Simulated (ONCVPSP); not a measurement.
barium (Ba) ONCV: all-electron and pseudo phase curves

barium, optimised norm-conserving Vanderbilt (ONCV), made with ONCVPSP 4.0.1 (PBE, scalar-relativistic). Core [Kr] 4d10, reference 5s2 5p6 6s1.75 (charge +0.25). Waves: 5s+6s: rc 2.15 bohr, ncon 4, nbas 7, qcut 5 1/bohr, 2 projectors; 5p: rc 2.70 bohr, ncon 4, nbas 7, qcut 4.7 1/bohr, 2 projectors, debl 1.5 Ha; d scattering state at 0.24 Ha: rc 2.65 bohr, ncon 4, nbas 7, qcut 4.2 1/bohr, 3 projectors, debl 2.9 Ha. Local part: polynomial inside 1.95 bohr (lpopt 1, dvloc0 1 Ha). Core correction: Teter function, fcfact 5.75, rcfact 1.3.

In the d channel the program set the typed energies aside and used 0.050, 2.950, 5.850 Ha.

The phase is arctan(r·R′/R) of the radial function R(r), unwrapped; energies in Ha, scanned from -3 to 5 Ha. A pole is an energy at which the radial function vanishes at the test radius. The pseudo phase is shifted by a multiple of π to meet the all-electron one at the reference energy, and phase errors are pseudo minus all-electron; the curves can meet again beyond the range given. Levels narrower than the energy grid can be missing from the lists of poles.

**Question.** For each channel, where are the poles, and over which energies does the pseudopotential scatter like the atom?

**Answer.**

| channel | radius (bohr) | reference energy (Ha) | poles, all-electron | poles, pseudo | unbroken range about the reference energy with phases within 0.05 rad | phase error 1 Ha above the reference energy (rad) |
| --- | --- | --- | --- | --- | --- | --- |
| s | 2.18 | -0.16 | -0.66 | -0.66 | the whole range | -0.000 |
| p | 2.74 | -0.74 | -0.46, 3.02 | -0.46, 2.96 | below 4.0 | -0.000 |
| d | 2.69 | 0.05 | 0.69, 4.45 | 0.69, 4.44 | the whole range | -0.000 |

Phases in the d channel:

| E (Ha) | all-electron | pseudo |
| --- | --- | --- |
| -2.98 | 1.382 | 1.380 |
| -2.76 | 1.371 | 1.370 |
| -2.54 | 1.359 | 1.358 |
| -2.32 | 1.345 | 1.345 |
| -2.10 | 1.328 | 1.327 |
| -1.88 | 1.307 | 1.306 |
| -1.66 | 1.280 | 1.280 |
| -1.44 | 1.244 | 1.243 |
| -1.22 | 1.192 | 1.192 |
| -1.00 | 1.113 | 1.112 |
| -0.78 | 0.972 | 0.971 |
| -0.56 | 0.669 | 0.668 |
| -0.34 | -0.059 | -0.060 |
| -0.12 | -0.883 | -0.883 |
| 0.10 | -1.250 | -1.250 |
| 0.32 | -1.419 | -1.419 |
| 0.54 | -1.518 | -1.518 |
| 0.76 | -1.591 | -1.591 |
| 0.98 | -1.653 | -1.653 |
| 1.20 | -1.718 | -1.719 |
| 1.42 | -1.800 | -1.800 |
| 1.64 | -1.925 | -1.925 |
| 1.86 | -2.174 | -2.175 |
| 2.08 | -2.826 | -2.828 |
| 2.30 | -3.802 | -3.803 |
| 2.52 | -4.235 | -4.235 |
| 2.74 | -4.411 | -4.411 |
| 2.96 | -4.503 | -4.503 |
| 3.18 | -4.561 | -4.561 |
| 3.40 | -4.602 | -4.602 |
| 3.62 | -4.633 | -4.633 |
| 3.84 | -4.658 | -4.658 |
| 4.06 | -4.679 | -4.679 |
| 4.28 | -4.699 | -4.699 |
| 4.50 | -4.717 | -4.717 |
| 4.72 | -4.735 | -4.735 |
| 4.94 | -4.753 | -4.753 |
